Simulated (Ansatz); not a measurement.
Ansatz (a program for electronic structure) input:
A basis named .json is the Basis Set Exchange file of that set.

Ansatz 0.2 input:
```yaml
crystal:
  periodic: [false, false, false]
  atoms:
    - {symbol: Si, position_ang: [-0.16024585, -0.09395408, -0.82925137]}
    - {symbol: Br, position_ang: [0.26998387, 0.16109685, 1.37935147]}
    - {symbol: N, position_ang: [1.38481170, -0.42878456, -1.47402965]}
    - {symbol: N, position_ang: [-1.05540839, 1.31192820, -1.19970020]}
    - {symbol: N, position_ang: [-1.14261005, -1.39513836, -1.31114200]}
    - {symbol: H, position_ang: [1.50437440, -0.61900167, -2.45649896]}
    - {symbol: H, position_ang: [2.21709487, -0.05410997, -1.05047651]}
    - {symbol: H, position_ang: [-1.41655922, 1.46462450, -2.12812771]}
    - {symbol: H, position_ang: [-0.90324017, 2.17175770, -0.69968857]}
    - {symbol: H, position_ang: [-0.77975791, -2.33470941, -1.29564771]}
    - {symbol: H, position_ang: [-2.13545834, -1.36763064, -1.14323992]}
basis:
  gaussian:
    orbitals: def2-TZVPPD.json
    fitting: {mean_field: def2-universal-jkfit, correlation: def2-TZVPPD-RIFIT.json}
magnetization: {spin_polarized: false}
correlation: {method: mp2, electrons: outside_noble_gas}
```

**Question.** Predict the final energy.

**Answer.** -3029.38103 Eh (RI-MP2/def2-TZVPPD). The basis has 318 functions.
